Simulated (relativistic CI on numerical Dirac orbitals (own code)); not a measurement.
Spin-allowed bands of a d3 ion in an octahedral site, by hand

Problem. A d3 ion in an octahedral site has a 4A2 ground term and spin-allowed bands at ν1 = 22650 and ν2 = 31961 cm⁻¹ (from a computed ligand-field model). Find Δ and the Racah parameter B, and predict the third band.

Working.
1. The F term splits into A2 (−1.2Δ), T2 (−0.2Δ) and T1 (+0.6Δ), so ν1 = E(T2) − E(A2) = Δ = 22650 cm⁻¹.
2. T1(F) mixes with T1(P), which lies at 15B, through an element 0.4Δ. The two roots, counted from A2, are ν2,3 = ½(15B + 3Δ) ∓ ½√[(15B − Δ)² + 12BΔ].
3. Solving the lower root for B gives B = (2ν1² + ν2² − 3ν1ν2)/(15ν2 − 27ν1) = -124199429/-132135 = 940 cm⁻¹.
4. The sum of the roots is 15B + 3Δ, so ν3 = 15B + 3ν1 − ν2 = 50088 cm⁻¹ (200 nm).

Check. The bands were computed by exact diagonalisation of the d3 shell with B = 940 and Δ = 22650 cm⁻¹, which gives ν3 = 50089 cm⁻¹. C does not enter the terms of highest spin.
